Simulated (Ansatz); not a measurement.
A nudged elastic band was laid between two geometries of AlBrClH₃ (6 atoms, charge 0, multiplicity 1).

Computed with RKS B3LYP-D4/def2-SVP in Ansatz 0.2.0.

```yaml
movable_images: 7
climbing_image: yes
spring: 5.0 eV/Å²
optimiser: quadratic models (default)
start_path: through a guess of the saddle point
force_threshold: 0.5 eV/Å
iteration_limit: 60
end_points: relaxed
```

Image 0:

```xyz
6
Properties=species:S:1:pos:R:3
Al 0.060 0.215 0.030
H 0.149 0.944 1.426
H 1.291 -0.049 -0.921
Cl -1.891 0.048 -0.812
Br 0.236 -2.409 1.144
H -0.902 -2.252 2.002
```

Image 8:

```xyz
6
Properties=species:S:1:pos:R:3
Al 0.002 -0.739 -0.238
H -0.547 0.245 1.883
H 1.335 0.063 -0.384
Cl -1.831 0.141 -0.797
Br 0.026 -2.939 0.277
H -0.042 -0.273 2.129
```

(1) What changes between the two ends?

(2) Give the energies along the band, and the barrier.

(3) What is the geometry of the highest image?

Answers

(1) Bonds broken: Al1–H2, Br5–H6. Bonds formed: H2–H6. AlBrClH3 becomes AlBrClH + H2.

(2) It converged. The highest image is number 4 of 0 to 8, 0.196 eV above the first end and 1.378 eV above the last; the last end lies 1.182 eV below the first. The threshold of 0.5 eV/Å is loose, so the images may lie well off the minimum-energy path. The order of the stationary point at the top wasn't checked. The orbitals stay closed-shell, which can raise the energy where a bond breaks towards radicals; this wasn't checked here.

```csv
image,path coordinate (Å),energy (eV),Al1–H2 (Å),Br5–H6 (Å),H2–H6 (Å)
0,0.00,0.000,1.58,1.43,3.41
1,0.49,0.007,1.58,1.43,3.03
2,0.98,0.037,1.58,1.43,2.50
3,1.46,0.115,1.59,1.45,1.93
4,1.95,0.196,1.64,1.55,1.39
5,2.40,-0.268,1.80,1.91,0.93
6,2.85,-0.961,2.07,2.34,0.78
7,3.30,-1.162,2.31,2.82,0.77
8,3.75,-1.182,2.40,3.25,0.76
```

(3) 
```xyz
6
Properties=species:S:1:pos:R:3:forces:R:3
Al -0.071 -0.109 0.045 -0.01 0.10 -0.14
H -0.169 0.197 1.650 0.01 -0.09 -0.02
H 1.299 0.081 -0.701 -0.02 -0.04 0.07
Cl -1.903 0.104 -0.986 0.00 -0.01 0.03
Br -0.066 -2.587 1.103 0.02 0.08 0.01
H -0.148 -1.188 1.759 0.00 -0.04 0.05
```

Time of the run: 2.2 min on 2 threads of Arm Neoverse N1, with other jobs on the host, peak memory 0.18 GiB.
